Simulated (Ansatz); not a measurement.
System: HSiOF, charge 0, singlet. HSiOF (SMILES F[Si]O).
B3LYP-D3(BJ)/def2-TZVP minimum from Ansatz (a program for electronic structure):
```xyz
4

Si    -0.0135    -0.0091     0.6102
F     -0.7000     1.0493    -0.4186
O      0.7270    -1.0491    -0.4244
H      0.6724    -0.9234    -1.3804
```

Atomisation energy term by term, kcal/mol (programs: Ansatz). Open shells are spin-unrestricted; no spin-orbit coupling. Correlated methods leave the cores frozen. Rows without X2C or -DK are non-relativistic. CBS(X,Y): correlation extrapolated as X^-3, Hartree-Fock from the larger set (Q,5: extrapolated as (X+1)exp(-9√X)). A bracket is a step between two methods taken in the basis named. 'core' is core correlation in cc-pwCVTZ (1s frozen past Ne), 'X2C' scalar relativity in cc-pVTZ-DK, both at CCSD(T). For partners of very few electrons the exact lower level stands in for a higher one.

```json
[
 {"term": "Hartree-Fock", "basis": "CBS(cc-pV(Q+d)Z,cc-pV(5+d)Z)", "kcal/mol": "262.95"},
 {"term": "CCSD correlation", "basis": "CBS(cc-pV(Q+d)Z,cc-pV(5+d)Z)", "kcal/mol": "110.86"},
 {"term": "(T)", "basis": "CBS(cc-pV(Q+d)Z,cc-pV(5+d)Z)", "kcal/mol": "8.61"},
 {"term": "CCSDT(Q) - CCSD(T)", "basis": "cc-pV(T+d)Z", "kcal/mol": "-0.04"},
 {"term": "core correlation", "basis": "cc-pwCVTZ", "kcal/mol": "0.77"},
 {"term": "scalar relativity", "basis": "X2C, cc-pVTZ-DK", "kcal/mol": "-0.69"},
 {"term": "sum: De", "basis": "", "kcal/mol": "382.5"}
]
```

The step beyond CCSD(T) by other levels: CCSDT(Q) in cc-pV(D+d)Z 0.67 kcal/mol.
